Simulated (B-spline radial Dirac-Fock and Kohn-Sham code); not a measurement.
**Relativistic shifts of the levels of Cl⁴⁺**

System: the Cl⁴⁺ ion, [Ne] 3s2 3p1.

Both columns are ΔSCF binding energies of the configuration average from a radial B-spline solver: non-relativistic Hartree-Fock with a point nucleus, and Dirac-Fock with a finite nucleus and the Coulomb interaction alone, averaged over the two j levels with weights 2j+1.

| shell | Hartree-Fock (eV) | Dirac-Fock (eV) | shift (eV) | shift (%) |
| --- | --- | --- | --- | --- |
| 1s | 2896.0 | 2906.9 | +10.90 | +0.38 |
| 2s | 347.7 | 349.6 | +1.88 | +0.54 |
| 2p | 277.5 | 277.6 | +0.06 | +0.02 |
| 3s | 79.35 | 79.61 | +0.27 | +0.33 |
| 3p | 66.72 | 66.73 | +0.02 | +0.02 |

Relativity binds 1s, 2s, 2p, 3s, 3p more strongly, among those listed most of all 2s in relative terms.

Values without a named source are computed, but for edge energies of neutral atoms, which are taken from tables.
